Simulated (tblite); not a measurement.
C₄H₉Si (doublet state).
Structure used (GFN2-xTB), in Å, numbered top down from 1:
```
atom  x, y, z in Å
C1    -2.0250    0.3754    0.0061
C2    -0.7280   -0.1564   -0.6065
C3     0.3768   -0.2085    0.4093
C4     1.2825    0.8960    0.6574
Si5    2.3888   -0.4649    0.1582
H6    -2.8109    0.4273   -0.7446
H7    -2.3577   -0.2747    0.8125
H8    -1.8660    1.3711    0.4133
H9    -0.4298    0.4873   -1.4378
H10   -0.9090   -1.1596   -1.0063
H11    0.1576   -0.8736    1.2379
H12    1.1441    1.7798    0.0400
H13    2.9463   -1.3046    1.2048
H14    2.8294   -0.8951   -1.1664
```

Computed values, GFN2-xTB/tblite, gas phase, harmonic and unscaled. The method is semi-empirical: single wavenumbers can be off by several per cent or more. Modes of hydrogen on silicon can be 10 to 20 % off. One conformer, not necessarily the lowest. Open shells enter through the occupations alone, without spin polarisation, and single modes of such species can be off by tens of per cent.

Harmonic wavenumbers (cm⁻¹): 55.6, 140.2, 207.5, 224.3, 331.2, 418.8, 462.1, 472.7, 565.9, 773.6, 791.4, 817.6, 827.7, 884.6, 922.7, 1035.7, 1048.7, 1072.2, 1177.9, 1216.4, 1244.7, 1308.1, 1365.8, 1407.7, 1490.6, 1499.3, 1504.8, 2270.5, 2346.9, 2931.3, 2968.7, 2977.2, 2999.7, 3024.2, 3031.2, 3040.1.

A = 12096, B = 1943, C = 1828 MHz; mass 85.047 u (most abundant isotopes); point group C1, symmetry number 1; spin multiplicity 2.

Question: Zero-point energy?

Answer: Half the sum of the wavenumbers: 24429 cm⁻¹ = 69.84 kcal/mol.

Question: Entropy at 298.15 K, 1 bar (ideal gas, RRHO, classical rotation)?

Answer: Translation 39.26, rotation 26.42, vibration 17.10, spin (R ln 2) 1.38: S = 84.2 cal/(mol K).

Question: And Cp and H(298.15 K) − H(0)?

Answer: Cp = 28.01 cal/(mol K), of which vibrations give 20.06 (their classical limit is 36 R = 71.5); H(298.15 K) − H(0) = 5.20 kcal/mol without the zero-point energy, 2.83 from vibrations.

Question: Blend soft modes into free rotors: weight 1/[1 + (100 cm⁻¹/ν̃)⁴] for the oscillator and the rest for a rotor with moment μB/(μ + B), μ = h/(8π²ν), B = 10⁻⁴⁴ kg m². What vibrational entropy results?

Answer: 15.99 cal/(mol K) in place of 17.10, which changes −T·S at 298.15 K by +0.33 kcal/mol.

Question: What must be added to the electronic energy to get the Gibbs energy at 298.15 K and 1 bar?

Answer: ZPE + [H(298.15 K) − H(0)] − T·S = 69.84 + 5.20 − 25.09 = 49.95 kcal/mol.

Question: How do the functions run with temperature in this model?

Answer: 
```
T (K)  S (cal/(mol K))  Cp (cal/(mol K))  H − H(0) (kcal/mol)  G − H(0) (kcal/mol)  ln q(vib)
  150             69.0              17.4                 1.84                -8.51       1.55
  250             79.5              24.5                 3.93               -15.95       3.07
  400             93.4              35.1                 8.42               -28.94       5.49
  600            109.8              46.0                16.59               -49.29       8.80
  900            130.7              56.8                32.13               -85.47      13.62
```

q(vib) and H(0) count from the zero-point level.

Question: Which modes carry the vibrational entropy at 298.15 K?

Answer: 55.6 cm⁻¹: 4.61; 140.2 cm⁻¹: 2.80; 207.5 cm⁻¹: 2.07; 224.3 cm⁻¹: 1.92; 331.2 cm⁻¹: 1.25; 418.8 cm⁻¹: 0.90 cal/(mol K); the other 30 give 3.55 together.

Hindered rotation and anharmonicity are outside this model. Other conformers, if any are populated, would add a mixing term that is left out. The structure is chiral; the term R ln 2 for an equal mix with its mirror image is left out.

The run took 0.34 s wall on an Arm Neoverse V1 with one thread, shared host with 32 logical CPUs at a one-minute load of 31. The figure is for the frequency step alone.
